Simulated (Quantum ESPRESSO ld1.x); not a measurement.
Input (ld1.x (Quantum ESPRESSO 7.5)):

```
 &input
    zed=43.0,
    iswitch=1,
    rel=2,
    dft='RXC-VWN',
    config='[Ar] 3d10 4s2 4p5 4d5 5s0 5p0 4f0 5d0',
    rel_dist='energy',
    verbosity='high',
    lsmall=.true.,
    prefix='ld1',
    max_out_wfc=37,
    file_charge='ld1.rho',
 /
```

Command: `OMP_NUM_THREADS=1 ld1.x < ld1.in > ld1.out`

It prints (banner and zero overlaps left out):

```
     Program LD1 v.7.5 starts

     --------------------------- All-electron run ----------------------------

     dirac relativistic calculation

     atomic number is 43.00
     dft =RXC-VWN   lsd =0 sic =0 latt =0  beta=0.20 tr2=1.0E-14
     Exchange-correlation= RXC-VWN
                           (   3   2   0   0   0   0   0)
     mesh =2047 r(mesh) = 100.16310 a.u. xmin = -8.00 dx = 0.00800
     1 Ry =  13.60569312 eV, c = 137.03599908

     n l j   nl                  e(Ry)          e(Ha)          e(eV)
     Spin orbit split results
     1 0 0.5 1S 1( 2.00)   -1527.283093224    -763.641546612 -20779.7450783
     2 0 0.5 2S 1( 2.00)    -220.263323843    -110.131661922  -2996.8351905
     2 1 0.5 2P 1( 2.00)    -203.632420832    -101.816210416  -2770.5602277
     2 1 1.5 2P 1( 4.00)    -195.011346343     -97.505673172  -2653.2645338
     3 0 0.5 3S 1( 2.00)     -40.374442406     -20.187221203   -549.3222734
     3 1 0.5 3P 1( 2.00)     -33.935903773     -16.967951886   -461.7214926
     3 1 1.5 3P 1( 4.00)     -32.491394873     -16.245697436   -442.0679478
     3 2 1.5 3D 1( 4.00)     -21.004924388     -10.502462194   -285.7865553
     3 2 2.5 3D 1( 6.00)     -20.725860389     -10.362930194   -281.9896962
     4 0 0.5 4S 1( 2.00)      -7.724871941      -3.862435971   -105.1022370
     4 1 0.5 4P 1( 2.00)      -5.804652048      -2.902326024    -78.9763145
     4 1 1.5 4P 1( 3.00)      -5.577273519      -2.788636759    -75.8826720
     4 2 1.5 4D 1( 4.00)      -2.692087964      -1.346043982    -36.6277227
     4 2 2.5 4D 1( 1.00)      -2.665391788      -1.332695894    -36.2645027
     5 0 0.5 5S 1( 0.00)      -2.082616637      -1.041308319    -28.3354429
     5 1 0.5 5P 1( 0.00)      -1.621032219      -0.810516110    -22.0552669
     5 1 1.5 5P 1( 0.00)      -1.585485139      -0.792742569    -21.5716242
     4 3 2.5 4F 1( 0.00)      -0.739799773      -0.369899886    -10.0654887
     4 3 3.5 4F 1( 0.00)      -0.739654126      -0.369827063    -10.0635071
     5 2 1.5 5D 1( 0.00)      -0.951914061      -0.475957031    -12.9514506
     5 2 2.5 5D 1( 0.00)      -0.947443973      -0.473721987    -12.8906320
     Averaged results
     1 0     1S 1( 2.00)   -1527.283093224    -763.641546612 -20779.7450783
     2 0     2S 1( 2.00)    -220.263323843    -110.131661922  -2996.8351905
     2 1     2P 1( 6.00)    -197.885037839     -98.942518920  -2692.3630985
     3 0     3S 1( 2.00)     -40.374442406     -20.187221203   -549.3222734
     3 1     3P 1( 6.00)     -32.972897839     -16.486448920   -448.6191294
     3 2     3D 1(10.00)     -20.837485988     -10.418742994   -283.5084398
     4 0     4S 1( 2.00)      -7.724871941      -3.862435971   -105.1022370
     4 1     4P 1( 5.00)      -5.653066362      -2.826533181    -76.9138861
     4 2     4D 1( 5.00)      -2.676070258      -1.338035129    -36.4097907
     5 0     5S 1( 0.00)      -2.082616637      -1.041308319    -28.3354429
     5 1     5P 1( 0.00)      -1.597334166      -0.798667083    -21.7328385
     4 3     4F 1( 0.00)      -0.739716546      -0.369858273    -10.0643563
     5 2     5D 1( 0.00)      -0.949232008      -0.474616004    -12.9149594

     final scf error:  8.3E-15 reached in  15 iterations

     Etot =   -8546.937794 Ry,   -4273.468897 Ha, -116287.012766 eV

     Ekin =    8855.992125 Ry,    4427.996062 Ha,  120491.911150 eV
     Encl =  -20558.381884 Ry,  -10279.190942 Ha, -279711.035024 eV
     Eh   =    3391.038036 Ry,    1695.519018 Ha,   46137.422888 eV
     Exc  =    -235.586071 Ry,    -117.793035 Ha,   -3205.311780 eV
```

Run on one thread of a shared host, so times are rough (Intel(R) Xeon(R) Processor @ 2.60GHz): 0.76 s of CPU time, 0.79 s wall, 15 iterations on 2047 mesh points.
